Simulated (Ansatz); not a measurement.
Clusters of 4 atoms, halide: r2SCAN-D4/def2-TZVPD single points in Ansatz on relaxed structures, gas phase. Each cluster is the lowest isomer that a short search found in that spin, judged at the geometry's level, and lower ones may exist. Core potentials for Ag, Au, Cs, I, La, Sb, Sn, no spin–orbit coupling. HOMO and LUMO are taken over both spins. A negative affinity means that the extra electron isn't bound at that geometry and level; within about 0.2 eV of zero the sign isn't settled. Singlets are spin-restricted. The spins of the ions were chosen, not always searched. A dash marks a value that wasn't run or was left out as unsound. The structures are stationary points that may keep the symmetry of their start. Remarks come from the PBE and PBE0 runs and from stability tests at other levels; not every state was tested. A HOMO above zero means that the electron is unbound at that level and held by the basis, or that self-interaction error raises the level; the energy of removing that electron tells which. HOMO above LUMO (over both spins in singlets and doublets, within one spin in higher multiplets; at PBE or PBE0), or a gap under 0.15 eV within one spin, warns that the state may not be the lowest or that an electron is smeared out.

```
species  atoms    state              geometry  HOMO (eV)  LUMO (eV)  gap (eV)  vertical EA (eV)          lowest of the spins relaxed  point group (within 0.1 Å)                                                                                  remarks
  GeF3⁻      4  singlet  r2SCAN-D4/def2-TZVPD      -0.98          –         –                 –          singlet, of singlet/triplet                         C3v                                     HOMO above zero (triplet), HOMO above zero (quintet)
   SbF3      4  singlet    B3LYP-D4/def2-TZVP      -8.84      -2.29      6.56             -0.05                                    –                         C3v                                                             HOMO above zero (-1 doublet)
 Au2Cl2      4  singlet      PBE0-D4/def2-SVP      -6.42      -4.30      2.12              2.15                                    –                         D2h                                                             HOMO above zero (-1 doublet)
  SnF3⁻      4  singlet     PBE-D4/def2-TZVPD      -1.60          –         –                 –  singlet, of singlet/triplet/quintet                         C3v                                     HOMO above zero (triplet), HOMO above zero (quintet)
 Ag2F2⁻      4  doublet     PBE-D4/def2-TZVPD      -1.81      -0.58      1.23                 –                                    –                         D∞h                                   gap within one spin near zero at PBE or PBE0 (quartet)
   LaF3      4  singlet   r2SCAN-D4/def2-TZVP      -8.48      -2.24      6.24              0.85                                    –                         C3v     HOMO above zero (-1 doublet), gap within one spin near zero at PBE or PBE0 (quintet)
  Cs2I2      4  singlet     B3LYP-D4/def2-SVP      -5.03      -0.70      4.33              0.29                                    –                         D2h  HOMO above zero (-1 doublet), gap within one spin near zero at PBE or PBE0 (-1 doublet)
```

The gap (eV) runs from 1.23 (Ag2F2⁻) to 6.56 (SbF3). The vertical EA (eV) runs from -0.05 (SbF3) to 2.15 (Au2Cl2).
